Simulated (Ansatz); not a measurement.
`CC/C=C/S` + `CC[SiH]` → `CC[Si]CC` + `C=CS`  (formal exchange of groups at a C–C bond)

Computed with Ansatz on PBE0-D4/def2-TZVP structures; ΔE is electronic, products minus reactants. CCSD(T)/CBS is the MP2 limit (def2-TZVPP, def2-QZVPP) plus CCSD(T) − MP2 in def2-TZVPP, frozen cores. This one scheme is used for every species. Each species was taken in one conformer, which may not be the lowest.

```tsv
species	CCSD(T)/def2-TZVPP energy (Eh)
`CC/C=C/S`	-554.65893
`CC[SiH]`	-368.65780
`CC[Si]CC`	-447.14895
`C=CS`	-476.17460
```

(1) Work out ΔE.

Largest T1 diagnostic among the species: 0.012.

## Answers

(1) ΔE = (-447.14895) + (-476.17460) − (-554.65893) − (-368.65780) = -0.00682 Eh = -4.3 kcal/mol. CCSD(T)/CBS gives -5.0 kcal/mol.

At CCSD(T), def2-SVP lies +4.3 kcal/mol from the extrapolated value and def2-TZVPP +0.7 kcal/mol. Leaving LDA and LC-ωPBE aside and taking each functional with its dispersion term where it has one, the values, not all of them listed here, spread over 1.8 kcal/mol, from revPBE-D4 to B97M-V.
